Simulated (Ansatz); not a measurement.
# Molecular dynamics, step by step

H3SeCl (SMILES Cl.[SeH2]), closed shell, revPBE-D4/def2-TZVP (Ansatz 0.2.0). Settings (timestep in fs, temperature in K; T counts 9 degrees of freedom):

```yaml
hamiltonian: {xc: {name: revPBE}, dispersion: d4}
md: {n_steps: 30, timestep: 0.75, temperature: 300, ensemble: nvt_nose_hoover, seed: 245, initial_velocities: maxwell_boltzmann}
```

Start (the SMILES describes the start alone):

| atom | x (Å) | y (Å) | z (Å) |
| --- | --- | --- | --- |
| Cl1 | 0.0904 | -0.2160 | -2.5441 |
| H2 | -0.0993 | 0.0966 | -1.2979 |
| Se3 | -0.3790 | 0.5831 | 1.1161 |
| H4 | -0.6669 | -0.8305 | 1.3851 |
| H5 | 1.0550 | 0.3668 | 1.3409 |

| step | time (fs) | potential energy less the start (meV) | kinetic energy (meV) | T (K) |
| --- | --- | --- | --- | --- |
| 0 | 0.00 | 0.0 | 116.3 | 300 |
| 2 | 1.50 | 7.4 | 109.1 | 281 |
| 4 | 3.00 | 27.3 | 89.7 | 231 |
| 6 | 4.50 | 32.5 | 84.5 | 218 |
| 8 | 6.00 | 23.1 | 93.5 | 241 |
| 10 | 7.50 | 18.8 | 97.7 | 252 |
| 12 | 9.00 | 33.0 | 83.8 | 216 |
| 14 | 10.50 | 53.5 | 63.8 | 164 |
| 16 | 12.00 | 53.5 | 63.6 | 164 |
| 18 | 13.50 | 41.2 | 75.4 | 195 |
| 20 | 15.00 | 50.6 | 66.2 | 171 |
| 22 | 16.50 | 75.8 | 41.7 | 108 |
| 24 | 18.00 | 81.9 | 35.7 | 92 |
| 26 | 19.50 | 67.2 | 50.0 | 129 |
| 28 | 21.00 | 60.6 | 56.4 | 146 |
| 30 | 22.50 | 74.8 | 42.8 | 110 |

Step 8, positions (Å) and forces (eV/Å):

| atom | x | y | z | Fx | Fy | Fz |
| --- | --- | --- | --- | --- | --- | --- |
| Cl1 | 0.090 | -0.218 | -2.556 | -0.034 | 0.049 | 0.669 |
| H2 | -0.016 | -0.026 | -1.233 | 0.018 | 0.013 | -0.645 |
| Se3 | -0.380 | 0.586 | 1.122 | -0.077 | -0.667 | -0.021 |
| H4 | -0.651 | -0.898 | 1.260 | 0.121 | 0.617 | -0.010 |
| H5 | 1.064 | 0.364 | 1.375 | -0.027 | -0.012 | 0.008 |

Step 14, positions (Å) and forces (eV/Å):

```json
{"atom": "Cl1", "x": "0.089", "y": "-0.219", "z": "-2.563", "Fx": "0.051", "Fy": "-0.130", "Fz": "-0.730"}
{"atom": "H2", "x": "0.049", "y": "-0.114", "z": "-1.285", "Fx": "-0.065", "Fy": "0.200", "Fz": "0.699"}
{"atom": "Se3", "x": "-0.381", "y": "0.587", "z": "1.126", "Fx": "0.852", "Fy": "0.399", "Fz": "0.071"}
{"atom": "H4", "x": "-0.618", "y": "-0.848", "z": "1.163", "Fx": "-0.123", "Fy": "-0.592", "Fz": "0.080"}
{"atom": "H5", "x": "1.096", "y": "0.355", "z": "1.407", "Fx": "-0.715", "Fy": "0.123", "Fz": "-0.120"}
```

Step 18, positions (Å) and forces (eV/Å):

```json
{"atom": "Cl1", "x": "0.089", "y": "-0.220", "z": "-2.568", "Fx": "0.036", "Fy": "-0.097", "Fz": "-0.284"}
{"atom": "H2", "x": "0.087", "y": "-0.154", "z": "-1.273", "Fx": "-0.054", "Fy": "0.181", "Fz": "0.250"}
{"atom": "Se3", "x": "-0.381", "y": "0.588", "z": "1.129", "Fx": "0.057", "Fy": "0.371", "Fz": "-0.074"}
{"atom": "H4", "x": "-0.606", "y": "-0.854", "z": "1.107", "Fx": "-0.122", "Fy": "-0.472", "Fz": "0.068"}
{"atom": "H5", "x": "1.050", "y": "0.361", "z": "1.418", "Fx": "0.084", "Fy": "0.016", "Fz": "0.040"}
```

Last step (30):

Cl1  (0.088, -0.224, -2.584)
H2  (0.165, -0.180, -1.306)
Se3  (-0.383, 0.591, 1.137)
H4  (-0.590, -0.869, 0.986)
H5  (1.076, 0.362, 1.498)
(Å)

Hardware: 2 CPU threads of an Arm Neoverse V1, shared host. Wall time about 33 s.
